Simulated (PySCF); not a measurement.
Compound: B2H6OSSi.
Numbering: `[BH2:1][O:2][BH:3][S:4][SiH3:5]` (hydrogens: H6, H7 on B1; H8 on B3; H9, H10, H11 on Si5)

Jobs on this species (11 atoms, 54 electrons) with PySCF (density fitting). Hardware of each: one thread of an Arm Neoverse V2, no GPU (shared host). Other jobs ran on the host; a repeat could differ by tens of per cent or more. Peak memory is the resident size of the whole Python process, interpreter and libraries included.

```tsv
level and settings	work	basis functions	SCF cycles	wall time	peak memory
HF/def2-SVPD	10 singlets by TDHF, 4 Tamm–Dancoff triplets, polarisability, ΔSCF ions	162	?	?	?
HF/pcSseg-2	shieldings	278	?	?	?
LC-wPBE/pcSseg-2	shieldings	278	14	51 s	1.1 GiB
PBE0/STO-3G	shieldings, charges and field gradients	39	13	2.7 s	0.52 GiB
PBE0/IGLO-III	shieldings, charges and field gradients	253	13	27 s	0.99 GiB
PBE0/pcSseg-2	shieldings	278	13	31 s	1.1 GiB
B97-D/pcSseg-2	shieldings	278	16	39 s	0.87 GiB
PBE0/aug-cc-pVDZ	shieldings, charges and field gradients	177	12	17 s	0.86 GiB
WP04/pcSseg-2	shieldings	278	15	34 s	1.1 GiB
```

Fill in the missing figures.

- HF/def2-SVPD; 10 singlets by TDHF, 4 Tamm–Dancoff triplets, polarisability, ΔSCF ions: 9.2 s, 0.72 GiB, 10 SCF cycles
- HF/pcSseg-2; shieldings: 18 s, 1.1 GiB, 11 SCF cycles

What do all jobs in the table cost together?

About 3.8 min; the longest takes about 22 % of that, and about 19 times as long as the shortest.
